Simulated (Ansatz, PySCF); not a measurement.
Gas-phase reaction R1 → P1 + P2, each structure at its B3LYP-D3(BJ)/def2-TZVP stationary point, reached from a drawn start (curvature not checked).
P1: SiH4 (SMILES [SiH4]), charge 0, multiplicity 1.
R1: Si2H6 (SMILES [SiH3][SiH3]), charge 0, multiplicity 1.
P2: SiH2 (SMILES [SiH2]), charge 0, multiplicity 1.

P less R. No zero-point or thermal terms.

Frozen-core correlation throughout. CBS(a, b) extrapolates the correlation energy as X⁻³ and adds the Hartree–Fock energy of set b.

The values were computed with Ansatz (a program for electronic structure); PySCF for the D3/D4 terms. All values are computed, each at the level named.

| level | reaction energy (kcal/mol) |
|---|---|
| HF/cc-pV(D+d)Z | 49.81 |
| SVWN5/def2-TZVPP | 66.25 |
| PBE/def2-TZVPP | 58.86 |
| revPBE-D3(BJ)/def2-TZVPP | 58.67 |
| r2SCAN-D4/def2-TZVPP | 62.63 |
| B3LYP/def2-TZVPP | 53.41 |
| CAM-B3LYP-D3(BJ)/def2-TZVPP | 57.07 |
| MP2/cc-pV(D+d)Z | [?] |
| CCSD(T)/CBS(cc-pV(T+d)Z, cc-pV(Q+d)Z) | [?] |

Q: What belongs in the gaps?

A: 
- MP2/cc-pV(D+d)Z, reaction energy (kcal/mol): 55.49
- CCSD(T)/CBS(cc-pV(T+d)Z, cc-pV(Q+d)Z), reaction energy (kcal/mol): 57.41
